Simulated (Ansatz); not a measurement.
Consider the substitution at a C–Si bond: `C[SiH](O)F` + `[OH][Al]([SH])[SH]` → `C[O][Al]([SH])[SH]` + `O[SiH2]F`.

Isolated molecules relaxed with PBE0-D4/def2-TZVP in Ansatz; ΔE leaves out vibrations. CCSD(T)/CBS adds triple-zeta CCSD(T) − MP2 to the extrapolated MP2 energy (def2 sets, frozen cores). Functionals use def2-TZVPP. Each species was taken in one conformer, which may not be the lowest.

`C[SiH](O)F`:

```xyz
9

C     0.779   -0.813    0.260
Si   -0.172    0.748   -0.035
O    -1.424    0.553   -1.066
F    -0.715    1.245    1.387
H     1.607   -0.634    0.950
H     1.192   -1.195   -0.677
H     0.144   -1.590    0.696
H     0.641    1.839   -0.609
H    -2.052   -0.153   -0.907
```

`[OH][Al]([SH])[SH]`:

Cartesian coordinates in Å:
```
O 0.041 -2.035 0.304
Al -0.038 -0.378 0.010
S -1.464 0.243 -1.507
S 1.241 0.996 1.122
H 0.617 -2.457 0.938
H -1.161 1.544 -1.368
H 0.764 2.087 0.501
```

`C[O][Al]([SH])[SH]`:

Z-matrix (Å, degrees):
```
C
O 1 1.399
H 1 1.097 2 112.6
H 1 1.094 2 109.9 3 120.5
H 1 1.094 2 110.0 3 -120.5
Al 2 1.676 1 136.0 3 0.5
S 6 2.172 2 118.7 1 -179.9
S 6 2.178 2 120.1 1 -0.1
H 7 1.345 6 91.4 2 -0.1
H 8 1.344 6 92.6 2 -179.9
```

`O[SiH2]F`:

```xyz
6

O    -0.831    0.788   -0.555
Si    0.184   -0.140    0.319
F     1.692    0.049   -0.167
H    -1.012    0.551   -1.466
H     0.085    0.335    1.711
H    -0.118   -1.582    0.158
```

Problem. Is it downhill or uphill in electronic energy at CCSD(T)/CBS, and by how much? (Estimate.)

Solution. Computed: Uphill: ΔE = +112.0 kJ/mol.

Problem. What do these levels give: PBE-D4, PBE0-D4, ωB97M-V, HF/def2-TZVPP, HF/def2-QZVPP, CCSD/CBS(def2)? (Estimate.)

Solution. Computed: PBE-D4 108.8, PBE0-D4 110.1, ωB97M-V 110.9, HF/def2-TZVPP 93.6, HF/def2-QZVPP 93.2, CCSD/CBS(def2) 111.0 kJ/mol.

Largest T1 diagnostic among the species: 0.012.

In def2-TZVPP, CCSD(T) changes the Hartree–Fock value by +14.1 kJ/mol (the triples alone add +1.0 kJ/mol) and MP2 by +19.7 kJ/mol.
